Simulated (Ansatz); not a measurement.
`[SH][SnH]([Cl])[Cl]` + H–F → `[F][SnH]([Cl])[Cl]` + H₂S  (ligand exchange at the Sn–S bond)

Program: Ansatz. Geometries: PBE0-D4/def2-TZVP. ΔE: electronic, gas phase. CCSD(T)/CBS adds triple-zeta CCSD(T) − MP2 to the extrapolated MP2 energy (def2 sets, frozen cores). This one scheme is used for every species. def2 core potentials past Kr. For Sn outer-core shells are correlated without core-valence functions, which leaves a few kJ/mol of doubt a bond. One conformer a species, not always the lowest.

`[SH][SnH]([Cl])[Cl]`:

Z-matrix (Å, degrees):
```
Sn
Cl 1 2.316
Cl 1 2.309 2 108.3
S 1 2.375 2 108.8 3 114.2
H 1 1.697 2 107.7 3 -117.9
H 4 1.345 1 92.1 2 48.3
```

H–F:

```xyz
2

F    -0.266   -0.153    0.343
H     0.266    0.153   -0.343
```

`[F][SnH]([Cl])[Cl]`:

Cartesian coordinates in Å:
```
F 0.910 1.545 0.577
Sn 0.118 -0.097 0.038
Cl -1.834 -0.257 1.229
Cl -0.393 0.169 -2.181
H 1.199 -1.360 0.336
```

H₂S:

```xyz
3

S    -0.366    0.451    0.215
H     0.963    0.279    0.163
H    -0.597   -0.730   -0.377
```

```csv
species,CCSD(T)/CBS(def2) energy (Eh)
`[SH][SnH]([Cl])[Cl]`,-1532.67433
H–F,-100.39570
`[F][SnH]([Cl])[Cl]`,-1234.09211
H₂S,-398.97279
```

Q: Work out ΔE.

A: ΔE = (-1234.09211) + (-398.97279) − (-1532.67433) − (-100.39570) = 0.00513 Eh = +13.5 kJ/mol.

Largest T1 diagnostic among the species: 0.012.

At CCSD(T), def2-SVP lies −14.3 kJ/mol from the extrapolated value and def2-TZVPP −2.1 kJ/mol. Leaving LDA and LC-ωPBE aside and taking each functional with its dispersion term where it has one, the values, not all of them listed here, spread over 20.8 kJ/mol, from B97M-V to HSE06-D4. LDA lies +7.9 kJ/mol from PBE without D4.
